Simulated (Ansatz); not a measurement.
A nudged elastic band was laid between two geometries of GeH₄O (6 atoms, charge 0, multiplicity 1).

All numbers below come from Ansatz 0.2.0, RKS PBE0/def2-SVP.

| Item | Value |
| --- | --- |
| movable images | 5 |
| climbing image | yes |
| spring | 5.0 eV/Å² |
| optimiser | quadratic models (default) |
| start path | through a guess of the saddle point |
| force threshold | 0.05 eV/Å |
| iteration limit | 60 |
| end points | relaxed |

Initial state:

```xyz
6
Properties=species:S:1:pos:R:3
Ge 0.263 -0.021 0.224
H 0.322 0.042 1.765
H 1.671 -0.029 -0.381
H -0.562 1.170 -0.308
O -0.457 -1.564 -0.308
H -1.353 -1.687 0.021
```

Final state:

```xyz
6
Properties=species:S:1:pos:R:3
Ge -0.898 0.110 0.452
H 1.544 0.059 1.291
H 1.732 0.251 0.574
H -0.253 0.987 -0.718
O -0.934 -1.381 -0.545
H -1.307 -2.115 -0.042
```

(1) Which bonds break or form, and what moves?

(2) What energy profile does the band end with?

(3) What is the geometry of the highest image?

(4) What are the harmonic wavenumbers there?

The band took 17 iterations and about 2.5 core-minutes.

Answers

(1) Bonds broken: Ge1–H2, Ge1–H3. Bonds formed: H2–H3. GeH4O becomes GeH2O + H2.

(2) It converged. The highest image is number 3 of 0 to 6, 240.5 kJ/mol above the first end and 115.6 kJ/mol above the last; the last end lies 124.9 kJ/mol above the first. A vibrational analysis at the climbing image gives one clearly imaginary mode, 1250i cm⁻¹: a first-order saddle point. The orbitals stay closed-shell, which can raise the energy where a bond breaks towards radicals; this wasn't checked here.

```json
{"image": "0", "path coordinate (Å)": "0.00", "energy (kJ/mol)": "0.0", "Ge1–H2 (Å)": "1.54", "Ge1–H3 (Å)": "1.53", "H2–H3 (Å)": "2.54"}
{"image": "1", "path coordinate (Å)": "0.49", "energy (kJ/mol)": "20.6", "Ge1–H2 (Å)": "1.53", "Ge1–H3 (Å)": "1.52", "H2–H3 (Å)": "2.26"}
{"image": "2", "path coordinate (Å)": "0.98", "energy (kJ/mol)": "134.8", "Ge1–H2 (Å)": "1.51", "Ge1–H3 (Å)": "1.55", "H2–H3 (Å)": "1.78"}
{"image": "3", "path coordinate (Å)": "1.47", "energy (kJ/mol)": "240.5", "Ge1–H2 (Å)": "1.56", "Ge1–H3 (Å)": "1.74", "H2–H3 (Å)": "1.31"}
{"image": "4", "path coordinate (Å)": "1.90", "energy (kJ/mol)": "159.7", "Ge1–H2 (Å)": "1.80", "Ge1–H3 (Å)": "1.96", "H2–H3 (Å)": "0.86"}
{"image": "5", "path coordinate (Å)": "2.34", "energy (kJ/mol)": "127.1", "Ge1–H2 (Å)": "2.25", "Ge1–H3 (Å)": "2.32", "H2–H3 (Å)": "0.77"}
{"image": "6", "path coordinate (Å)": "2.77", "energy (kJ/mol)": "124.9", "Ge1–H2 (Å)": "2.58", "Ge1–H3 (Å)": "2.64", "H2–H3 (Å)": "0.77"}
```

(3) 
```xyz
6
Properties=species:S:1:pos:R:3
Ge -0.318 0.057 0.444
H 0.940 -0.015 1.367
H 1.392 0.122 0.148
H -0.246 1.220 -0.556
O -0.647 -1.459 -0.455
H -1.237 -2.016 0.064
```

(4) 1250i, 266, 555, 636, 662, 700, 962, 973, 1541, 2103, 2176, 3907 cm⁻¹.

Run time: 2.5 min on 1 thread of Arm Neoverse V1, with other jobs on the host, peak memory 0.12 GiB.
